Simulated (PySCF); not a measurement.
CH5FO2Si2, SMILES C1O[Si@@H](O[SiH2]1)F. Atoms are numbered in the order given.

```xyz
11

F      2.2346    -0.2019    -0.4795
Si     0.9941    -0.2002     0.5573
O      0.2355     1.2744     0.5640
C     -1.0264     1.3786    -0.1183
Si    -1.6027    -0.4241    -0.5008
O     -0.1967    -1.2129    -0.0017
H      1.5293    -0.5674     1.8740
H     -1.7324     1.9261     0.5278
H     -0.9007     1.9745    -1.0394
H     -2.7652    -0.8682     0.3142
H     -1.8738    -0.6702    -1.9416
```

Geometry: B3LYP-D3(BJ)/def2-SVP. The structure was generated by enumeration; whether it is a known compound was not checked. The values are those of a single conformer.

Two levels are set side by side: PBE/pcSseg-1 (PySCF) and B3LYP/pcSseg-1 (PySCF). GIAO shifts against CFCl3 (¹⁹F), H2O (¹⁷O), TMS (²⁹Si), TMS (¹H), TMS (¹³C) at the same level; non-relativistic, no solvent, atoms listed together averaged. Differences are taken from unrounded values.

| quantity | B3LYP | PBE | PBE minus B3LYP |
|---|---|---|---|
| δ(¹⁹F) of F1 (ppm) | -138.1 | -148.3 | -10.2 |
| δ(²⁹Si) of Si2 (ppm) | -44.0 | -35.5 | 8.6 |
| δ(¹⁷O) of O3 (ppm) | 48.8 | 61.0 | 12.2 |
| δ(¹³C) of C4 (ppm) | 56.9 | 58.0 | 1.2 |
| δ(²⁹Si) of Si5 (ppm) | -12.5 | -7.8 | 4.7 |
| δ(¹⁷O) of O6 (ppm) | 69.1 | 78.9 | 9.9 |
| δ(¹H) of H7 (ppm) | 4.77 | 5.09 | 0.32 |
| δ(¹H) of H10, H11 (ppm) | 5.22 | 5.49 | 0.27 |

Rough cost on one machine, each run with all the roots and properties that it gave: B3LYP against PBE within a factor of 2.
